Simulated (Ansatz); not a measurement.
AlH$_{5}$InNO (`[NH2][InH][AlH][OH]`) at its PBE0-D4/def2-TZVP geometry, where that method's forces vanish. Charge 0, multiplicity 1. In: def2 effective core potential.

```xyz
9

N    -0.0847   -2.0809   -1.2468
In   -0.3949   -0.0937   -1.0641
Al    0.3070    0.9592    1.2705
O     0.0499    2.6352    1.4191
H     0.3056   -2.6706   -0.5303
H    -0.3019   -2.6141   -2.0732
H    -1.0791    0.5473   -2.5133
H     0.9330    0.1962    2.5236
H     0.2651    3.1215    2.2144
```

(1) What forces (eV/Å) does PBE-D4/def2-TZVPP give on these atoms in Ansatz 0.2.0? (Estimate.)

Results:

(1) Computed: 
```
N1  -0.011  0.066  0.004
In2 -0.021  0.338  0.114
Al3  0.039 -0.364 -0.077
O4  -0.174  0.167 -0.369
H5   0.139 -0.214  0.251
H6  -0.075 -0.199 -0.292
H7  -0.050  0.022 -0.119
H8   0.051 -0.067  0.099
H9   0.103  0.252  0.389
```
